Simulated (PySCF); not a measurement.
**Polarisability and C₆ of Cu (copper, neutral)**

[Ar] 3d10 4s1, 2S determinant. Computed with PySCF 2.14 in def2-QZVPPD, with no relativity, point nucleus. Coupled (time-dependent) response in atomic units; α is the mean over directions.

```
method  mean α (bohr³)  C₆ (like pair)  S(−4)
   UHF           77.80           560.1   6198
   PBE           44.15           282.0   1609
  PBE0           48.85           315.6   2097
```

S(−4) is the Cauchy moment in α(ω) = α(0) + S(−4) ω² + …

Reference α: 46.5 ± 0.5 bohr³ (recommended; Schwerdtfeger and Nagle, table of static dipole polarizabilities (2023 update)). Published C₆: 253.0 (Chu and Dalgarno (2004); Tang, Norbeck and Certain (1976)).

Hartree-Fock lies above the reference because it lacks correlation, which contracts the outer shell.

α(iu) at PBE0:

```
u (hartree)  α(iu) (bohr³)
          0          48.85
     0.0500          44.19
      0.100          34.85
      0.200          20.35
      0.300          13.17
      0.500          7.322
      0.750          4.627
       1.00          3.337
       1.50          2.068
       2.00          1.449
       3.00         0.8554
       5.00         0.4168
```

A single London oscillator, α(iu) = α/(1 + u²/ω²), gives C₆ = (3/4) ω α². Matching the computed C₆ needs ω = 4 × 315.6 / (3 × 48.85²) = 0.176 hartree.
